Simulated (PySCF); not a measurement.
Computed shifts of a molecule C5H7F, PBE/pcSseg-1 in PySCF, GIAO, gas phase, atoms alike by connectivity averaged where their shifts nearly agree, in ppm (number of nuclei): ¹³C: 175.5 (1), 144.6 (1), 127.0 (1), 94.3 (1), 46.8 (1). ¹⁹F: -101.4 (1). ¹H: 6.20 (1), 5.69 (2), 4.84 (1), 4.61 (1), 3.21 (1), 3.12 (1). References: ¹³C against TMS (σ = 182.0 ppm); ¹⁹F against CFCl3 (σ = 133.6 ppm); ¹H against TMS (σ = 31.49 ppm), references at their B3LYP-D3(BJ)/def2-TZVP geometries, non-relativistic. Geometry: PBE0-D3(BJ)/def2-SVP. One conformer was computed; it need not be the lowest.

Which molecule gave these data?
(A) C=C(C)/C=C\F
(B) C=CCC(=C)F
(C) C=C(C)C(=C)F
(D) C#CC(C)(C)F

B, C=CCC(=C)F
